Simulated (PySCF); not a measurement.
H5NOSi, SMILES N[SiH2]O at its CAM-B3LYP/def2-SVP optimised geometry (Å):

```
8

N      0.9457    -0.6543     0.0000
Si    -0.7708    -0.6543     0.0000
O     -1.5030     0.8416     0.0000
H      1.5030    -0.3263     0.7800
H      1.4913    -0.7508    -0.8474
H     -1.1518    -1.4218    -1.2194
H     -1.2808    -1.2748     1.2439
H     -1.3258     1.4218    -0.7475
```

Computed with CAM-B3LYP/def2-TZVP in PySCF. Cells within 0.4 Å of a nucleus heavier than hydrogen are left out (blank, or x).

Map of the deformation density (molecule minus spherical neutral atoms) (e/bohr³) on the plane z = 0.0 Å:

```
|222222222222222222222222222|
|222222222222222222222222222|
|222222222222222222222222222|
|222222222222222222222222222|
|222222222222222222222222222|
|222222211111222222222222222|
|222222111111122222222222222|
|222222111111112222222222222|
|222222212221112222222222222|
|22222223x322111222222222222|
|2222224xxx32111222222222222|
|22222239xx53112222111122222|
|222222246852112222111112222|
|222222224431124432211112222|
|2221111111xx1478x4211112222|
|2221111001xx259xxx111112222|
|2221111001xx1479xx211112222|
|222111111110024553211112222|
|222211111110012332211122222|
|222211111110112222222222222|
|222221111111111222222222222|
|222222111111111222222222222|
|222222211111112222222222222|
|222222222211222222222222222|
|222222222222222222222222222|
|222222222222222222222222222|
|222222222222222222222222222|
```
Scale: ten equal steps from -0.021 (start of '0') to 0.082 (end of '9'), in the order '0123456789'; x runs from -4.00 to 4.00, y from -4.00 (bottom) to 4.00 (top).
